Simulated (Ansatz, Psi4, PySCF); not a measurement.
Species: SiP$_{2}$H$_{5}$, net charge 0, doublet state. SMILES: P[SiH]P
Structure (B3LYP-D3(BJ)/def2-TZVP (Ansatz, a program for electronic structure) minimum search):
```xyz
8

P      1.9457     0.2100    -0.2277
Si    -0.2425     0.7852    -0.2391
P     -1.6281    -0.8211     0.5696
H      1.8981    -0.3322     1.0823
H      1.7552    -1.0537    -0.8536
H     -0.5911     1.2829    -1.5984
H     -2.8169    -0.1304     0.2147
H     -1.6140    -1.5922    -0.6258
```
Charge 0, spin multiplicity 2.

Wanted: size of the dipole moment, in D. Set-up: non-relativistic; UHF or UKS for open shells; spin-orbit terms left out; 6-311+G** with 5d, 6d on Na to Ar in Ansatz; LANL2DZ with its own core potentials from Na on; no dispersion term unless named; 6-31G* and kin with 6d, 5d where marked. Ab initio and DFT rows: single points at B3LYP-D3(BJ) geometries (Ansatz).

| level | program | size of the dipole moment (D) |
|---|---|---|
| PBE/STO-3G | Ansatz | 0.66 |
| PBE/6-31G* | Ansatz | 1.16 |
| PBE/def2-SVP | Ansatz | 0.98 |
| BLYP/6-31G* | Ansatz | 1.04 |
| BP86/def2-SVP | PySCF | 0.96 |
| B3LYP/STO-3G | Ansatz | 0.63 |
| B3LYP/LANL2DZ | Ansatz | 1.37 |
| B3LYP/6-31G* | Ansatz | 1.03 |
| B3LYP/def2-SVP | Ansatz | 0.86 |
| B3LYP/6-311+G** | Ansatz | 0.88 |
| M06-2X/6-31G* (5d) | PySCF | 0.98 |
| wB97X-D/6-31G* | Psi4 | 1.12 |
| B3PW91/6-31G* (5d) | PySCF | 1.09 |

No value to compare with is used here. The 13 habitual levels span 0.63 (B3LYP/STO-3G) to 1.37 D (B3LYP/LANL2DZ).

The levels are drawn from those run, B3LYP/6-31G* more often than the rest, none by its result; left out are runs that failed, that the program found above a lower state of the same kind, or whose <S^2> lies over 0.5 above the pure value.
